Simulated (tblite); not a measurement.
Distances in Å between the heavy atoms of a computed structure (GFN2-xTB; lower triangle, same order across):
```
C1    0.00
C2    1.32  0.00
C3    2.49  1.50  0.00
C4    3.61  2.53  1.54  0.00
C5    4.21  2.96  2.47  1.45  0.00
C6    4.97  3.71  3.51  2.65  1.20  0.00
C7    6.07  4.87  4.86  4.10  2.64  1.45  0.00
C8    3.71  2.99  2.51  1.51  2.39  3.42  4.78  0.00
O9    4.71  4.13  3.48  2.41  3.31  4.28  5.59  1.20  0.00
```

Hydrogens: 2 on C1, 1 on C2, 2 on C3, 1 on C4, 3 on C7, 1 on C8.

Charge 0, singlet.

(1) Which heavy atoms are bonded, and with what formal order?

(2) Which species is it?

(3) Describe the place of each heavy atom.

Answers

(1) C1–C2 (double); C2–C3 (single); C3–C4 (single); C4–C5 (single); C5–C6 (triple); C6–C7 (single); C4–C8 (single); C8–O9 (double).

(2) `C=CCC(C#CC)C=O`, C8H10O. The mark at the stereocentre is left out: distances alone don't tell a structure from its mirror image. Among its features: aldehyde, alkyne and C=C double bond.

(3) C1: terminal =CH2 carbon; C2: alkene CH carbon; C3: allylic carbon; C4: sp3 carbon next to a carbonyl; C5: alkyne carbon; C6: alkyne carbon; C7: propargylic carbon; C8: aldehyde carbon; O9: aldehyde oxygen.

Conformer computed: `[CH2:1]=[CH:2][CH2:3][C@H:4]([C:5]#[C:6][CH3:7])[CH:8]=[O:9]`: C1–C2–C3–C4 126°, C2–C3–C4–C5 58°, C3–C4–C8–O9 -125°.
